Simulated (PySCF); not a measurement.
**Working out the ionisation energy of As+**

As+ [Ar] 3d10 4s2 4p2 (3P) → As(2+) [Ar] 3d10 4s2 4p1 (2P). All numbers are calculated (PySCF 2.14, scalar relativity by spin-free X2C-1e, in x2c-TZVPPall). Frozen: [Ne]. Energies in hartree (1 hartree = 27.21139 eV):

```tsv
part	As+ (lower)	As(2+) (upper)
UHF	-2258.663367	-2258.004112
CCSD correlation	-0.300988	-0.283369
(T)	-0.007065	-0.006017
```

Question: What does Hartree-Fock give?

Answer: (-2258.004112) − (-2258.663367) = 0.659255 hartree = 17.939 eV.

Question: What do CCSD and CCSD(T) give?

Answer: The CCSD correlation energies differ by 0.017619 hartree = 0.479 eV and the triples by 0.001048 hartree = 0.029 eV, so CCSD gives 18.418 eV and CCSD(T) 18.447 eV.

A first-order spin-orbit estimate adds -0.034 eV to CCSD(T) (valence and next inner shell), giving 18.413 eV against 18.589 eV (measured; NIST Atomic Spectra Database, ionization energies).

What remains against the reference includes basis incompleteness, the frozen core and higher excitations.
